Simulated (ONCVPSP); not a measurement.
## What one change does to a pseudopotential (antimony, ONCV)

```json
{"Element": "antimony", "Generator": "ONCVPSP 4.0.1", "Type": "optimised norm-conserving Vanderbilt (ONCV)", "Functional": "BLYP", "Relativity": "scalar-relativistic", "Frozen core": "[Ar] 3d10", "Valence charge": "23", "Reference configuration": "4s2 4p6 4d10 5s2 5p3", "Partial waves": "4s+5s: rc 1.55 bohr, ncon 3, nbas 7, qcut 7.1 1/bohr, 2 projectors; 4p+5p: rc 1.40 bohr, ncon 3, nbas 7, qcut 11.7 1/bohr, 2 projectors; 4d: rc 1.20 bohr, ncon 4, nbas 9, qcut 10.3 1/bohr, 2 projectors, debl 2.4 Ha", "Local potential": "polynomial inside 1.00 bohr (lpopt 3, dvloc0 -1 Ha)", "Core correction": "Teter function, fcfact 5, rcfact 1.45"}
```

Change: fully relativistic.

Cutoffs: the cutoffs (Ha) at which the residual kinetic energy of the hardest occupied pseudo-wave falls to 1 and 0.1 mHa per electron; they do not see the model core or the augmentation charge, which bear on the density cutoff. Errors are all-electron minus pseudo energies relative to the spin-unpolarised reference configuration.

**Question.** What does the change do?

**Answer.** The potential gets neither clearly harder nor softer (44 Ha and 51 Ha → 45 Ha and 51 Ha); of the 4 tests that both files solve, the error grows in 0 and shrinks in 3 by more than 15 % and 0.3 meV (median size 7.7 → 1.9 meV); neither file shows a bound ghost.

```csv
quantity,base,changed
"cutoff, loose",44 Ha,45 Ha
"cutoff, tight",51 Ha,51 Ha
loose cutoff by channel,"s 13 Ha, p 33 Ha, d 44 Ha","s 13 Ha, p 35 Ha, d 45 Ha"
bound ghosts,none,none
GHOST(+) flags under 300 eV,none,none
"error for 4s2 4p6 4d10 5s2 5p2, meV [ΔE 8.20 → 8.21 eV]",-1.7,+0.5
"error for 4s2 4p6 4d10 5s2 5p1, meV [ΔE 24.11 → 24.15 eV]",-5.1,+1.3
"error for 4s2 4p6 4d10 5s2 5p0, meV [ΔE 48.58 → 48.64 eV]",-10,+2.5
"error for 4s2 4p6 4d10 5s0 5p5, meV [ΔE 16.55 → 16.50 eV]",-13,-12
s: phases at 1.58 bohr within 0.05 rad from the reference energy up to (Ha; the scan ends near 5),to the end of the scan,to the end of the scan
"rms error of d²Exc/dni dnj with the model core, mHa",2.13,2.99
```
